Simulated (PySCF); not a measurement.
Radial density of As²⁺ (arsenic, charge +2)

UHF, [Ar] 3d10 4s1 4p1 5s1, high-spin 4P determinant (an excited configuration). Computed with PySCF 2.14 in dyall-av3z, with the spin-free X2C one-electron Hamiltonian (Gaussian nucleus).

```tsv
r (bohr)	4πr²ρ (e/bohr)	4πr²(ρα − ρβ)
0.000798	0.3152	0.0003
0.00134	0.7873	0.0007
0.00226	1.926	0.0017
0.00380	4.543	0.0041
0.00639	10.06	0.0090
0.0107	20.00	0.0175
0.0181	33.09	0.0269
0.0304	40.77	0.0270
0.0511	35.28	0.0193
0.0860	35.83	0.0643
0.145	47.73	0.0972
0.243	29.64	-0.0221
0.409	28.64	0.2479
0.688	23.13	-0.0229
1.16	5.033	0.8277
1.95	1.420	1.2668
3.28	0.4681	0.4675
5.51	0.1229	0.1229
9.27	0.002645	0.0026
```

Densities and radii are taken from the X2C orbitals without a picture-change correction, which distorts them close to the nucleus.

⟨L²⟩ = 3.77 against 2 for a pure P term, so this real determinant mixes terms. The outer electron is Rydberg-like, and this basis confines it to a smaller radius and binds it less than a complete one would. The s, p, d and f populations moved away from the nominal configuration during the SCF.

Problem. Where is the radial spin density 4πr²(ρα − ρβ) most negative, and why is it negative at all?

Solution. Around r = 0.688 bohr, down to -0.0229 e/bohr: exchange with the open shell polarises the paired shells in an unrestricted calculation.
